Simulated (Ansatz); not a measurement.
Mulliken charges of CH4FGeIn, SMILES `[F][GeH]1[CH2][InH]1` from PBE/def2-TZVPP in Ansatz (PBE0-D4/def2-TZVP geometry).

| atom | x (Å) | y (Å) | z (Å) | charge (e) |
| --- | --- | --- | --- | --- |
| F1 | -1.735 | 1.928 | -0.200 | -0.344 |
| Ge2 | -0.657 | 0.659 | -0.752 | 0.419 |
| C3 | 0.826 | 0.241 | 0.465 | -0.491 |
| In4 | -0.283 | -1.672 | 0.183 | 0.303 |
| H5 | -0.252 | 1.047 | -2.191 | -0.034 |
| H6 | 0.581 | 0.512 | 1.499 | 0.120 |
| H7 | 1.854 | 0.523 | 0.243 | 0.110 |
| H8 | -0.242 | -3.295 | 0.698 | -0.083 |

By hand: the dipole of these point charges (1 e Å = 4.8032 D).

Σ q r = (0.133, -0.655, -0.196) e Å, of length 0.697 e Å = 3.35 D.

How does the dipole of the full density compare? (An estimate is asked.)

The calculation gave: (0.313, -0.544, 0.022) e Å, 3.02 D; the point charges give 1.11 times that, at 26° from its direction.

Point charges leave out the atoms' own dipoles, such as those of lone pairs, and Mulliken's split depends on the basis, so the two needn't agree.
